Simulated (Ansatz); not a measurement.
Li₄F₅⁻, relaxed as a singlet with RKS B3LYP-D4/def2-SVPD in Ansatz, starting from the GFN1-xTB geometry. Force threshold 0.02 eV/Å.

Another isomer (singlet) lies 1.01 eV lower at PBE0-D4/def2-TZVPD; other spin states weren't run for this one.

Start:

```csv
atom,x (Å),y (Å),z (Å)
Li1,0.091,-0.518,-1.785
Li2,-0.099,-0.335,1.958
Li3,1.179,0.497,0.200
Li4,-1.205,0.490,0.090
F5,-1.672,0.395,1.752
F6,0.196,-1.190,-3.239
F7,-0.016,-0.992,0.103
F8,0.040,1.258,-0.973
F9,1.486,0.396,1.894
```

```
        step  energy (eV)  largest force component (eV/Å)  SCF passes
           1  -14410.7402                           0.488          16
           2  -14410.7681                           0.309          23
           3  -14410.7857                           0.038          23
4 (rejected)  -14410.7851                           0.083          23
           5  -14410.7870                           0.023          24
           6  -14410.7877                           0.008          23
```

Force components are those of the run's own axes.

End:

Cartesian coordinates in Å:
```
Li 0.092 -0.519 -1.794
Li -0.098 -0.419 1.942
Li 1.201 0.537 0.224
Li -1.225 0.530 0.104
F -1.671 0.405 1.782
F 0.187 -1.253 -3.287
F -0.006 -0.958 0.088
F 0.043 1.263 -0.998
F 1.478 0.413 1.938
```

By distances, no bond broke or formed. The bond that changes most is Li1–F6, from 1.60 to 1.67 Å (atoms count from 1).

No frequencies were taken in this run, so the end may be a saddle point.

Hardware: 4 threads of Arm Neoverse V1 on a shared host. Wall time 20 s.
